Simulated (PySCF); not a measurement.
Computed with PBE-D3(BJ)/def2-TZVPD // B3LYP-D3(BJ)/def2-TZVPD in PySCF. All species are isolated molecules in the gas phase. 

Reference species (SMILES): `[Al-]([SiH3])[SiH3]` (lower singlet) (charge -1, multiplicity 1).

```yaml
HOMO: -0.01 eV
```

Changed species: `[C-]#[N+][Al-][SiH3]` (lower singlet) (X = isocyano, multiplicity 1; the reference has X = silyl, multiplicity 1).

Q: What does the change do to the HOMO?

A: the HOMO falls by 0.05 eV, to -0.06 eV.
